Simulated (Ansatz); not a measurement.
`[CH3][Nb](=[O])([F])[F]` + `C[O][Al]([Cl])[Cl]` → `[CH3][Nb](=[O])([F])[Cl]` + `C[O][Al]([F])[Cl]`  (redistribution)

Computed with Ansatz on PBE0-D4/def2-TZVP structures; ΔE is electronic, products minus reactants. CBS: MP2 limit from def2 TZ/QZ plus the TZ coupled-cluster correction, frozen cores. DFT in def2-TZVPP. B3LYP here is the variant with VWN-RPA as its local correlation; programs differ in this. HSE06 is defined as in plane-wave codes. Elements past krypton have def2 core potentials. For Nb outer-core shells are correlated without core-valence functions, which leaves a few kJ/mol of doubt a bond. Each species was taken in one conformer, which may not be the lowest.

(1) Is it downhill or uphill in electronic energy at CCSD(T)/CBS, and by how much? (An estimate is asked.)

(2) What do these levels give: PBE-D4, HSE06-D4, B3LYP, LC-ωPBE, HF/def2-SVP, CCSD/def2-SVP, HF/def2-TZVPP, HF/def2-QZVPP, MP2/def2-QZVPP, SCS-MP2/def2-QZVPP, HF/CBS(def2), CCSD/CBS(def2)? (Best estimate.)

Largest T1 diagnostic among the species: 0.022, so the coupled-cluster value is less sure than usual.

## Answers

(1) Ansatz gave: Downhill: ΔE = -17.0 kJ/mol.

(2) The calculation gave: PBE-D4 -5.0, HSE06-D4 -7.3, B3LYP -9.8, LC-ωPBE 1.3, HF/def2-SVP -1.0, CCSD/def2-SVP -3.9, HF/def2-TZVPP -9.3, HF/def2-QZVPP -11.8, MP2/def2-QZVPP -26.0, SCS-MP2/def2-QZVPP -22.5, HF/CBS(def2) -12.2, CCSD/CBS(def2) -15.6 kJ/mol.

At CCSD(T), def2-SVP lies +12.2 kJ/mol from the extrapolated value and def2-TZVPP +1.0 kJ/mol. In def2-TZVPP, CCSD(T) changes the Hartree–Fock value by −6.7 kJ/mol (the triples alone add −1.5 kJ/mol) and MP2 by −15.3 kJ/mol. Leaving LDA and LC-ωPBE aside and taking each functional with its dispersion term where it has one, the values, not all of them listed here, spread over 11.8 kJ/mol, from B2PLYP to ωB97X-V.
